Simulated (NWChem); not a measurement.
System: BH$_{2}$OI; SMILES IBO

Here is an NWChem input.

```
start job
memory heap 200 mb stack 900 mb global 1100 mb
geometry units angstroms noautoz
  B     -0.582137     1.487997     0.000000
  H     -1.761359     1.717162     0.000000
  I      0.063070    -0.566557     0.000000
  O      0.295108     2.493035     0.000000
  H      1.220998     2.220410     0.000000
end
basis spherical
  B library def2-svp
  H library def2-svp
  I library def2-svp
  O library def2-svp
end
ecp
  I library def2-ecp
end
dft
  xc xwpbe 1.00 cpbe96 1.0 hfexch 1.00
  cam 0.2 cam_alpha 0.0 cam_beta 1.0
  iterations 150
  vectors input atomic output neutral.movecs
end
task dft energy
charge 1
dft
  odft
  mult 2
  vectors input atomic output cation.movecs
end
task dft energy
```

Parts of the log:

```
             Northwest Computational Chemistry Package (NWChem) 7.3.0
             --------------------------------------------------------

 CS  symmetry detected

                             Geometry "geometry" -> ""
                             -------------------------

 Output coordinates in angstroms (scale by  1.889725989 to convert to a.u.)

  No.       Tag          Charge          X              Y              Z
 ---- ---------------- ---------- -------------- -------------- --------------
    1 B                    5.0000    -0.59532222     1.47715653     0.00000000
    2 H                    1.0000    -1.77133421     1.72226244     0.00000000
    3 I                   53.0000     0.02201531    -0.58594274     0.00000000
    4 O                    8.0000     0.29544657     2.47022810     0.00000000
    5 H                    1.0000     1.21756150     2.18509526     0.00000000

 Effective nuclear repulsion energy (a.u.)     183.0467963030

      Symmetry information
      --------------------

 Group name             Cs
 Group number              2
 Group order               2
 No. of unique centers     5

 Summary of "ao basis" -> "ao basis" (spherical)
 ------------------------------------------------------------------------------
       Tag                 Description            Shells   Functions and Types
 ---------------- ------------------------------  ------  ---------------------
 B                          def2-svp                 6       14   3s2p1d
 H                          def2-svp                 3        5   2s1p
 I                          def2-svp                10       26   4s4p2d
 O                          def2-svp                 6       14   3s2p1d

      Symmetry analysis of basis
      --------------------------

        a'         46
        a"         18

            General Information
            -------------------
          SCF calculation type: DFT
          Wavefunction type:  closed shell.
          No. of atoms     :     5
          No. of electrons :    40
           Alpha electrons :    20
            Beta electrons :    20
          Charge           :     0
          Spin multiplicity:     1
          Use of symmetry is: on ; symmetry adaption is: on
          Maximum number of iterations: 150
          AO basis - number of functions:    64
                     number of shells:    28
          Convergence on energy requested:  1.00D-06
          Convergence on density requested:  1.00D-05
          Convergence on gradient requested:  5.00D-04

              XC Information
              --------------
                     Hartree-Fock (Exact) Exchange  1.000
                     LC-wPBE(h)Exchange Functional  1.000
            Perdew 1991 LDA Correlation Functional  1.000 local
           PerdewBurkeErnz. Correlation Functional  1.000 non-local

           Range-Separation Parameters
           ---------------------------
           Alpha           :  0.00
           Beta            :  1.00
           Gamma           :  0.20
           Short-Range HF  :     F

             Grid Information
             ----------------
          Grid used for XC integration:  medium
          Radial quadrature: Mura-Knowles
          Angular quadrature: Lebedev.
          Tag              B.-S. Rad. Rad. Pts. Rad. Cut. Ang. Pts.
          ---              ---------- --------- --------- ---------
          B                   0.85       49           8.0       434
          H                   0.35       45          10.0       434
          I                   1.40      123           9.0       590
          O                   0.60       49           9.0       434
          Grid pruning is: on
          Number of quadrature shells:   311
          Spatial weights used:  Erf1

      Superposition of Atomic Density Guess
      -------------------------------------

 Sum of atomic energies:        -447.32082643

      Non-variational initial energy
      ------------------------------

 Total energy =    -397.723839
 1-e energy   =    -852.561145
 2-e energy   =     354.802957
 HOMO         =      -0.344952
 LUMO         =       0.031125

      Symmetry analysis of molecular orbitals - initial
      -------------------------------------------------

  Numbering of irreducible representations:

     1 a'          2 a"

  Orbital symmetries:

     1 a'          2 a'          3 a'          4 a'          5 a'
     6 a"          7 a'          8 a'          9 a"         10 a'
    11 a"         12 a'         13 a'         14 a'         15 a'
    16 a'         17 a"         18 a'         19 a"         20 a'
    21 a"         22 a'         23 a'         24 a'         25 a'
    26 a'         27 a'         28 a"         29 a'         30 a"

   convergence    iter        energy       DeltaE   RMS-Dens  Diis-err
 ---------------- ----- ----------------- --------- --------- ---------
 d= 0,ls=0.0,diis     1   -398.8044115889 -4.99D+02  1.46D-02  5.31D-01
 d= 0,ls=0.0,diis     2   -398.8059661543 -1.55D-03  7.20D-03  6.96D-01
 d= 0,ls=0.0,diis     3   -398.8724945959 -6.65D-02  1.63D-03  1.81D-02
 d= 0,ls=0.0,diis     4   -398.8740727859 -1.58D-03  6.81D-04  2.54D-03
 d= 0,ls=0.0,diis     5   -398.8744140917 -3.41D-04  2.02D-04  9.84D-05
  Resetting Diis
 d= 0,ls=0.0,diis     6   -398.8744323396 -1.82D-05  6.15D-05  4.21D-06
 d= 0,ls=0.0,diis     7   -398.8744333710 -1.03D-06  1.25D-05  1.34D-07
 d= 0,ls=0.0,diis     8   -398.8744334018 -3.09D-08  3.37D-06  5.33D-08

         Total DFT energy =     -398.874433401838
      One electron energy =     -854.691708134098
           Coulomb energy =      391.311307208692
    Exchange-Corr. energy =      -35.528381463668
 Nuclear repulsion energy =      100.034348987235

 Numeric. integr. density =       40.000002512105

                  Occupations of the irreducible representations
                  ----------------------------------------------

                     irrep           alpha         beta
                     --------     --------     --------
                     a'               15.0         15.0
                     a"                5.0          5.0

                       DFT Final Molecular Orbital Analysis
                       ------------------------------------

 Vector   18  Occ=2.000000D+00  E=-3.785657D-01  Symmetry=a'
              MO Center= -2.8D-01,  7.4D-01,  5.6D-16, r^2= 3.7D+00
   Bfn.  Coefficient  Atom+Function         Bfn.  Coefficient  Atom+Function
  ----- ------------  ---------------      ----- ------------  ---------------
    31      0.447703  3 I  py                34      0.326200  3 I  py
    50      0.289115  4 O  py                 5      0.249763  1 B  py
    15     -0.235497  2 H  s                 53      0.193597  4 O  py
    28     -0.178287  3 I  py                 4     -0.173935  1 B  px
    16     -0.172803  2 H  s                 25     -0.144980  3 I  py

 Vector   19  Occ=2.000000D+00  E=-3.395273D-01  Symmetry=a"
              MO Center=  1.1D-02, -3.5D-01, -5.8D-16, r^2= 2.4D+00
   Bfn.  Coefficient  Atom+Function         Bfn.  Coefficient  Atom+Function
  ----- ------------  ---------------      ----- ------------  ---------------
    32      0.591423  3 I  pz                35      0.519252  3 I  pz
    29     -0.239946  3 I  pz                26     -0.194451  3 I  pz
    51     -0.161853  4 O  pz                54     -0.125724  4 O  pz
     6     -0.074796  1 B  pz                 9      0.035838  1 B  pz
    11     -0.027111  1 B  d -1              42      0.026579  3 I  d -1

 Vector   20  Occ=2.000000D+00  E=-3.313581D-01  Symmetry=a'
              MO Center= -5.9D-03, -4.4D-01,  6.3D-16, r^2= 2.3D+00
   Bfn.  Coefficient  Atom+Function         Bfn.  Coefficient  Atom+Function
  ----- ------------  ---------------      ----- ------------  ---------------
    30      0.586976  3 I  px                33      0.514571  3 I  px
    27     -0.237675  3 I  px                24     -0.192475  3 I  px
    34      0.144293  3 I  py                31      0.141410  3 I  py
    15      0.092924  2 H  s                 50      0.087008  4 O  py
    16      0.083978  2 H  s                  4      0.067334  1 B  px

 Vector   21  Occ=0.000000D+00  E= 2.895888D-02  Symmetry=a"
              MO Center= -4.8D-01,  1.3D+00,  2.5D-14, r^2= 2.7D+00
   Bfn.  Coefficient  Atom+Function         Bfn.  Coefficient  Atom+Function
  ----- ------------  ---------------      ----- ------------  ---------------
     9     -0.596232  1 B  pz                 6      0.569816  1 B  pz
    54      0.323381  4 O  pz                51      0.300981  4 O  pz
    35      0.291966  3 I  pz                32      0.177172  3 I  pz
    42     -0.107438  3 I  d -1              29     -0.072792  3 I  pz
    37      0.071285  3 I  d -1              26     -0.057801  3 I  pz

 Vector   22  Occ=0.000000D+00  E= 8.530229D-02  Symmetry=a'
              MO Center=  1.6D-01,  5.5D-01, -2.3D-15, r^2= 4.4D+00
   Bfn.  Coefficient  Atom+Function         Bfn.  Coefficient  Atom+Function
  ----- ------------  ---------------      ----- ------------  ---------------
     3      1.052791  1 B  s                 34     -0.897969  3 I  py
    23     -0.765671  3 I  s                 61     -0.711558  5 H  s
     8     -0.601041  1 B  py                 5      0.447581  1 B  py
     2      0.404696  1 B  s                 48      0.358745  4 O  s
    33      0.311213  3 I  px                16     -0.251541  2 H  s

 Vector   23  Occ=0.000000D+00  E= 1.069264D-01  Symmetry=a'
              MO Center=  8.1D-01,  1.6D+00, -1.6D-15, r^2= 4.3D+00
   Bfn.  Coefficient  Atom+Function         Bfn.  Coefficient  Atom+Function
  ----- ------------  ---------------      ----- ------------  ---------------
    61      1.003153  5 H  s                  3      0.957328  1 B  s
    48     -0.797347  4 O  s                 16     -0.539281  2 H  s
    34     -0.484407  3 I  py                22     -0.323798  3 I  s
    52     -0.251886  4 O  px                23     -0.188122  3 I  s
    49     -0.188815  4 O  px                47     -0.187812  4 O  s

     Multipole analysis of the density
     ---------------------------------

     L   x y z        total         alpha         beta         nuclear
     -   - - -        -----         -----         ----         -------
     0   0 0 0      0.000000    -20.000000    -20.000000     40.000000

     1   1 0 0      0.500155      0.832518      0.832518     -1.164881
     1   0 1 0      0.273944    -15.364825    -15.364825     31.003594
     1   0 0 1     -0.000000     -0.000000     -0.000000      0.000000

     2   2 0 0    -27.387786    -26.375724    -26.375724     25.363662
     2   1 1 0      1.817673     -0.392701     -0.392701      2.603076
     2   1 0 1     -0.000000     -0.000000     -0.000000      0.000000
     2   0 2 0    -29.145487   -150.362863   -150.362863    271.580239
     2   0 1 1     -0.000000     -0.000000     -0.000000      0.000000
     2   0 0 2    -29.016404    -14.508202    -14.508202      0.000000

                                 NWChem DFT Module
                                 -----------------

      Symmetry analysis of basis
      --------------------------

        a'         46
        a"         18

            General Information
            -------------------
          SCF calculation type: DFT
          Wavefunction type:  spin polarized.
          No. of atoms     :     5
          No. of electrons :    39
           Alpha electrons :    20
            Beta electrons :    19
          Charge           :     1
          Spin multiplicity:     2
          Use of symmetry is: on ; symmetry adaption is: on
          Maximum number of iterations: 150
          This is a Direct SCF calculation.
          AO basis - number of functions:    64
                     number of shells:    28
          Convergence on energy requested:  1.00D-06
          Convergence on density requested:  1.00D-05
          Convergence on gradient requested:  5.00D-04

              XC Information
              --------------
                     Hartree-Fock (Exact) Exchange  1.000
                     LC-wPBE(h)Exchange Functional  1.000
            Perdew 1991 LDA Correlation Functional  1.000 local
           PerdewBurkeErnz. Correlation Functional  1.000 non-local

           Range-Separation Parameters
           ---------------------------
           Alpha           :  0.00
           Beta            :  1.00
           Gamma           :  0.20
           Short-Range HF  :     F

             Grid Information
             ----------------
          Grid used for XC integration:  medium
          Radial quadrature: Mura-Knowles
          Angular quadrature: Lebedev.
          Tag              B.-S. Rad. Rad. Pts. Rad. Cut. Ang. Pts.
          ---              ---------- --------- --------- ---------
          B                   0.85       49           8.0       434
          H                   0.35       45          10.0       434
          I                   1.40      123           9.0       590
          O                   0.60       49           9.0       434
          Grid pruning is: on
          Number of quadrature shells:   311
          Spatial weights used:  Erf1

      Superposition of Atomic Density Guess
      -------------------------------------

 Sum of atomic energies:        -447.32082643

 Renormalizing density from      40.00 to     39

      Non-variational initial energy
      ------------------------------

 Total energy =    -393.928207
 1-e energy   =    -831.247116
 2-e energy   =     337.284561
 HOMO         =      -0.665136
 LUMO         =      -0.249013

   Symmetry analysis of molecular orbitals - initial alpha
   -------------------------------------------------------

  Numbering of irreducible representations:

     1 a'          2 a"

  Orbital symmetries:

     1 a'          2 a'          3 a'          4 a'          5 a'
     6 a"          7 a'          8 a'          9 a"         10 a'
    11 a"         12 a'         13 a'         14 a'         15 a'
    16 a'         17 a"         18 a'         19 a"         20 a'
    21 a"         22 a'         23 a'         24 a'         25 a'
    26 a'         27 a'         28 a"         29 a'         30 a"

   Symmetry analysis of molecular orbitals - initial beta
   ------------------------------------------------------

  Numbering of irreducible representations:

     1 a'          2 a"

  Orbital symmetries:

     1 a'          2 a'          3 a'          4 a'          5 a'
     6 a"          7 a'          8 a'          9 a"         10 a'
    11 a"         12 a'         13 a'         14 a'         15 a'
    16 a'         17 a"         18 a'         19 a"         20 a'
    21 a"         22 a'         23 a'         24 a'         25 a'
    26 a'         27 a'         28 a"         29 a'         30 a"

[...]
```

Level: LC-wPBE (HJS exchange hole, range parameter 0.2 per bohr)/def2-SVP with def2 effective core potentials on I, vertical spin-unrestricted ions. Geometry: optimised at PBE0/def2-SVP. def2 effective core potentials on I; no spin-orbit coupling.
